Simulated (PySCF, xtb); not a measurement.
Ga(GeH3)(H)2 (GaGeH5), SMILES [GaH2][GeH3].

xtb with GFN2-xTB at its own geometry gives an orbital gap of 4.79 eV and a dipole moment of 0.42 D.

Coordinates come from a ωB97X-D3(BJ)/def2-TZVP optimisation.

Problem. What does M06-2X/def2-TZVPD in PySCF give? (Estimate from the structure and the level; the computed values follow.)

Solution. gap 6.99 eV (levels -8.53 and -1.54 eV), dipole 0.26 D.
